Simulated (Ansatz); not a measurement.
Isolated molecules relaxed with PBE0-D4/def2-TZVP in Ansatz; ΔE leaves out vibrations. CBS: MP2 limit from def2 TZ/QZ plus the TZ coupled-cluster correction, frozen cores. DFT in def2-TZVPP. Each species was taken in one conformer, which may not be the lowest.

Reaction (isomerisation): `BC[SiH2][NH][AlH2]` → `C[SiH2][B](N)[AlH2]`

```tsv
level	ΔE (kcal/mol)
r2SCAN-D4	18.5
HF/def2-QZVPP	26.1
```

(1) What does CCSD(T)/CBS give? (Estimate.)

Largest T1 diagnostic among the species: 0.013.

## Answers

(1) Computed: +19.9 kcal/mol. The listed levels differ from it by -1.4, 6.2 kcal/mol.

In def2-TZVPP, CCSD(T) changes the Hartree–Fock value by −6.0 kcal/mol (the triples alone add −0.9 kcal/mol) and MP2 by −2.4 kcal/mol. From PBE to PBE0 (25 % exact exchange), in def2-TZVPP and without D4, ΔE moves by +2.7 kcal/mol.
